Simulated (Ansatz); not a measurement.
Cartesian coordinates in Å:
```
N -0.757 0.803 -0.362
B 0.092 -0.253 0.032
O -0.281 -1.536 -0.275
O 1.280 -0.074 0.708
H -0.581 1.774 -0.187
H -1.613 0.621 -0.854
H 0.365 -2.172 0.038
H 1.496 0.839 0.898
```

Total charge 0; spin multiplicity 1.

**Question.** List the PBE/def2-TZVPP orbital energies in eV (Ansatz). (Best estimate.)

**Answer.** Computed: Occupied: -510.18, -509.93, -379.92, -177.58, -25.56, -24.69, -21.16, -13.77, -13.27, -12.13, -11.10, -9.15, -8.56, -8.37, -7.17, -6.07. Lowest empty: -0.25, 1.08, 1.25, 1.92, 2.00, 2.92, 3.30, 3.88.
